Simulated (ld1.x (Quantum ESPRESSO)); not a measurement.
# An all-electron radial function and its pseudo partner (Li (Z = 3))

Columns: radius, all-electron u(r) and pseudo u(r) of the 2s shell (level -2.89 eV) of lithium in the configuration [He] 2s1 2p0; PW91, scalar-relativistic, TM scheme, ld1.x (Quantum ESPRESSO) 7.5.

| r (bohr) | all-electron | pseudo |
| --- | --- | --- |
| 0.229 | 0.1818 | -0.0388 |
| 0.458 | 0.1594 | -0.0786 |
| 0.687 | 0.0684 | -0.1201 |
| 0.916 | -0.0392 | -0.1642 |
| 1.145 | -0.1428 | -0.2115 |
| 1.374 | -0.2342 | -0.2618 |
| 1.603 | -0.3107 | -0.3142 |
| 1.832 | -0.3731 | -0.3663 |
| 2.061 | -0.4239 | -0.4148 |
| 2.290 | -0.4629 | -0.4562 |
| 2.519 | -0.4907 | -0.4874 |
| 2.748 | -0.5084 | -0.5075 |
| 2.977 | -0.5174 | -0.5173 |
| 3.206 | -0.5188 | -0.5188 |
| 3.435 | -0.5137 | -0.5137 |
| 3.664 | -0.5033 | -0.5033 |
| 3.893 | -0.4886 | -0.4886 |
| 4.122 | -0.4704 | -0.4704 |
| 4.351 | -0.4497 | -0.4497 |
| 4.580 | -0.4272 | -0.4272 |
| 4.809 | -0.4036 | -0.4036 |
| 5.038 | -0.3796 | -0.3796 |
| 5.267 | -0.3557 | -0.3557 |
| 5.496 | -0.3322 | -0.3322 |
| 5.725 | -0.3094 | -0.3094 |
| 5.954 | -0.2876 | -0.2876 |

Q: How many radial nodes do the two functions have?

A: The all-electron 2s function has n − l − 1 = 1; the pseudo-wave has 0, since the states of the same l below it are removed with the core.

Q: At about which radius was the pseudo-wave matched?

A: 3.35 bohr. The columns agree to 0.0005 from 2.98 bohr on; several derivatives are matched, so the curves merge somewhat inside the radius.

Q: Where does each function peak?

A: Outermost all-electron maximum near 3.21 bohr, pseudo maximum near 3.21 bohr (to the table’s step).

Q: Is the pseudo-wave norm-conserving?

A: Yes: the TM scheme keeps the norm inside the radius equal to the all-electron one, which fixes the energy derivative of the logarithmic derivative at the level.
